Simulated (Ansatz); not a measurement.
Sn23H32, relaxed as a singlet with RKS PBE-D4/def2-SVP in Ansatz, starting from a model built from a lattice or polyhedron. Force threshold 0.03 eV/Å.

In the def2 sets Sn takes a core potential; there is no spin–orbit coupling. Single mean-field runs in def2-SVP are fitted with def2-universal-jkfit.

Start:

```xyz
55

Sn    2.6050   -0.2519   -4.8882
Sn    4.5697    2.2551   -1.5847
Sn   -0.1083   -3.7839   -3.8111
Sn   -0.8987   -4.8204    0.5963
Sn    1.8466   -1.2943   -0.4868
Sn    0.0312    2.5171   -2.2966
Sn   -2.6785   -1.0141   -1.2270
Sn   -0.7474    1.5133    2.0893
Sn    2.0155    4.9976    0.9857
Sn   -3.4630   -2.0347    3.1795
Sn   -5.2869    1.7500    1.3840
Sn    2.1552   -2.3483   -3.0510
Sn    4.1355    0.1237    0.2439
Sn    4.9137    1.1537   -4.1437
Sn    2.3351    3.9426   -1.5664
Sn    1.4106   -3.3850    1.3487
Sn   -0.5479   -5.8734   -1.9724
Sn   -3.0995   -3.0930    0.6096
Sn    1.5362    2.9146    2.8336
Sn   -1.1661   -0.6202    3.9258
Sn   -0.3823    0.4274   -0.4648
Sn   -2.9485    3.2126    2.1038
Sn   -5.6784   -0.3152    3.2170
H     2.8273   -0.8993   -6.4573
H     1.2588    0.8005   -4.8925
H     5.9654    3.1074   -1.0936
H    -1.1567   -6.1062    1.7070
H     0.2589    1.8392   -3.8722
H    -1.3301    3.5765   -2.2830
H    -2.4762   -1.6552   -2.8007
H    -4.0588    0.0420   -1.2051
H     3.4107    5.9102    1.4953
H     0.6344    6.0690    1.0339
H    -3.7389   -3.3270    4.2937
H    -5.0571    1.1332   -0.2250
H    -6.6168    2.8047    1.3884
H     3.5311   -3.4147   -3.0447
H     5.4830   -0.9058    0.2415
H     3.9214    0.7957    1.8420
H     6.2587    0.1082   -4.1608
H     5.1726    2.4219   -5.2300
H     2.5965    5.2700   -2.6562
H     2.7911   -4.4272    1.3383
H     1.1932   -2.7349    2.9072
H     0.8294   -6.9338   -1.9819
H    -1.9260   -6.7726   -2.4276
H    -4.5114   -4.0035    0.1632
H     2.8989    1.8739    2.8486
H     1.3353    3.5727    4.4235
H     0.1973   -1.6528    3.9400
H    -1.3854    0.0372    5.5213
H    -2.7086    4.4904    0.9602
H    -3.1488    3.8585    3.7001
H    -7.0939   -1.1886    2.7448
H    -5.9039    0.3372    4.7571
```

Problem. Estimate the energy that the relaxation releases and the steps that it takes.

Solution. 117.5 kJ/mol, in 15 steps; 66 s on 11 threads of AMD EPYC 7R13 on a shared host and a whole NVIDIA H100 80GB HBM3. The force fell under the threshold at step 11, but the optimiser went on and released 0.009 eV more. No frequencies were taken in this run, so the end may be a saddle point.

Problem. Does the start keep its bonding?

Solution. Bonds formed: Sn3–H30 (atoms count from 1).

Problem. Predict the relaxed structure.

Solution. 
```xyz
55

Sn    2.642   -0.382   -4.954
Sn    4.568    2.247   -1.637
Sn   -0.984   -3.223   -3.948
Sn   -0.804   -4.956    0.554
Sn    1.932   -1.376   -0.526
Sn   -0.064    2.607   -2.101
Sn   -2.450   -1.205   -1.008
Sn   -0.676    1.485    2.266
Sn    2.003    5.054    1.069
Sn   -3.509   -2.022    3.333
Sn   -5.157    1.717    1.270
Sn    1.698   -2.370   -3.174
Sn    4.264    0.078    0.138
Sn    4.904    1.116   -4.197
Sn    2.335    3.964   -1.510
Sn    1.458   -3.456    1.333
Sn   -0.662   -5.535   -2.214
Sn   -3.052   -3.266    0.837
Sn    1.544    3.066    3.009
Sn   -1.287   -0.502    4.173
Sn   -0.238    0.424   -0.321
Sn   -2.900    3.207    2.036
Sn   -5.730   -0.294    3.148
H     3.002   -1.104   -6.499
H     1.373    0.770   -5.257
H     5.961    3.192   -1.175
H    -1.048   -6.304    1.637
H    -0.133    2.054   -3.744
H    -1.427    3.655   -1.835
H    -1.703   -2.173   -2.418
H    -3.736   -0.512   -1.957
H     3.378    6.014    1.523
H     0.619    6.106    1.074
H    -3.834   -3.285    4.491
H    -4.777    0.926   -0.234
H    -6.545    2.717    0.965
H     2.901   -3.638   -3.262
H     5.639   -0.976   -0.023
H     4.201    0.582    1.801
H     6.306    0.091   -4.113
H     5.265    2.369   -5.348
H     2.554    5.281   -2.633
H     2.845   -4.505    1.331
H     1.312   -2.820    2.946
H     0.868   -6.352   -2.408
H    -1.860   -6.785   -2.455
H    -4.538   -4.012    0.306
H     2.944    2.064    3.225
H     1.185    3.796    4.546
H     0.094   -1.510    4.471
H    -1.698    0.286    5.669
H    -2.565    4.444    0.864
H    -3.222    4.000    3.548
H    -7.152   -1.178    2.690
H    -6.043    0.428    4.696
```
Bond lengths (bridged metal pairs left out): 29 × Sn–Sn 2.81 to 2.92 Å; 33 × H–Sn 1.74 to 1.99 Å.
